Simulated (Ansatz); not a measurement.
Isolated molecules relaxed with PBE0-D4/def2-TZVP in Ansatz; ΔE leaves out vibrations. CCSD(T)/CBS adds triple-zeta CCSD(T) − MP2 to the extrapolated MP2 energy (def2 sets, frozen cores). This one scheme is used for every species. Functionals use def2-TZVPP. One conformer a species, not always the lowest.

Consider the ligand exchange at the Al–N bond: `C=C=[N][AlH2]` + `C[SiH2]BN` → `C[SiH2]B[NH][AlH2]` + `C=C=N`.

`C=C=[N][AlH2]`:

Cartesian coordinates in Å:
```
C 2.077 0.406 -0.186
C 0.793 0.155 -0.071
N -0.377 -0.073 0.034
Al -2.105 -0.412 0.189
H 2.752 -0.369 -0.520
H 2.461 1.388 0.052
H -2.580 -1.868 -0.180
H -3.021 0.772 0.682
```

`C[SiH2]BN`:

Z-matrix (Å, degrees):
```
C
Si 1 1.882
H 1 1.093 2 110.9
H 1 1.092 2 111.2 3 120.3
H 1 1.093 2 110.5 3 -119.6
B 2 2.017 1 112.5 3 61.1
H 2 1.498 1 109.0 3 -61.8
H 2 1.495 1 108.6 3 -177.2
N 6 1.387 2 121.0 1 -124.9
H 6 1.201 2 121.9 1 54.9
H 9 1.007 6 123.3 2 -0.2
H 9 1.007 6 123.4 2 -179.6
```

`C[SiH2]B[NH][AlH2]`:

```xyz
14

C    -0.184   -1.762    1.034
Si   -0.788   -1.153   -0.639
B    -0.416    0.714   -1.324
N     0.309    1.777   -0.752
Al    1.214    1.930    0.801
H     0.906   -1.743    1.100
H    -0.576   -1.151    1.850
H    -0.516   -2.792    1.192
H    -2.277   -1.305   -0.681
H    -0.265   -2.079   -1.692
H    -0.916    0.908   -2.407
H     0.326    2.608   -1.333
H     1.280    0.716    1.800
H     1.903    3.332    1.052
```

`C=C=N`:

```xyz
6

C    -0.879   -0.402    0.083
C     0.236    0.262   -0.061
N     1.210    0.974   -0.221
H    -1.323   -0.912   -0.761
H    -1.360   -0.454    1.051
H     2.117    0.531   -0.091
```

```csv
level,ΔE (kJ/mol),difference from CCSD(T)/CBS
r2SCAN-D4,56.4,7.1
PBE0-D4,53.6,4.3
ωB97X-V,50.8,1.5
B2PLYP,58.7,9.4
PBE,57.4,8.1
PBE0,57.2,7.9
SCS-MP2/def2-TZVPP,54.2,4.9
MP2/def2-QZVPP,55.4,6.1
SCS-MP2/def2-QZVPP,54.2,4.9
CCSD/CBS(def2),50.5,1.2
CCSD(T)/CBS,49.3,0
```

Largest T1 diagnostic among the species: 0.015.

The D4 term adds −6.2 kJ/mol with B3LYP and −3.6 kJ/mol with PBE0; it sums over pairs of atoms, weighted by their polarisabilities, and B3LYP, whose exchange is more repulsive, gets the larger term. In def2-TZVPP, CCSD(T) changes the Hartree–Fock value by −13.2 kJ/mol (the triples alone add −1.2 kJ/mol) and MP2 by −7.1 kJ/mol.

B3LYP here is the variant with VWN-RPA as its local correlation; programs differ in this.
